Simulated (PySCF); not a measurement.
Electron correlation in Pt³⁺ (platinum, charge +3)

[Xe] 4f14 5d7, high-spin 4F determinant. Computed with PySCF 2.14 in ANO-RCC-VTZP (8s7p5d3f1g, 84 functions), with the spin-free X2C one-electron Hamiltonian (Gaussian nucleus). Frozen: [Xe] 4f14; 7 electrons correlated.

```json
{"level": "CCSD", "correlation energy (mhartree)": "-137.71"}
{"level": "(T)", "correlation energy (mhartree)": "-2.81"}
{"level": "CCSD(T)", "correlation energy (mhartree)": "-140.52"}
```

Diagnostics: T1 = 0.0019, D1 = 0.0036, largest double amplitude 0.030.

**Question.** Is a single reference adequate?

**Answer.** Yes, within this model without spin-orbit coupling: T1 lies below 0.03 and no double amplitude reaches 0.07.
